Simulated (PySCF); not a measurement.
A run for PySCF: R-HF/STO-3G on C4H6 (SMILES C=CC=C), a point of a torsion scan.

```python
from pyscf import gto, scf, dft, mp
from pyscf.data.elements import chemcore

mol = gto.M(
    atom='''
    C     1.35561303    1.09483810    0.71361076
    C     0.51479597    0.08810007    0.50222750
    C    -0.49054333    0.01168599   -0.54611798
    C    -0.73683761    0.93580368   -1.46835819
    H     1.36359203    1.97834883    0.09882717
    H     2.07217735    1.07032721    1.51657743
    H     0.55659880   -0.77401044    1.15650057
    H    -1.07795663   -0.89825594   -0.54797971
    H    -1.50320049    0.79859178   -2.21178504
    H    -0.18807907    1.86040644   -1.51923085
    ''',
    basis='sto-3g',
    charge=0, spin=0, verbose=3, max_memory=1800)
mf = scf.RHF(mol)
mf.conv_tol = 1e-8
mf.max_cycle = 100
mf.kernel()
if not mf.converged:
    mf = mf.newton().run(mf.mo_coeff, mf.mo_occ)
```

The log:

```
converged SCF energy = -153.015563989769
```

The calculation finished and met its thresholds.

Cost: about 0.19 core-seconds (a rough figure).
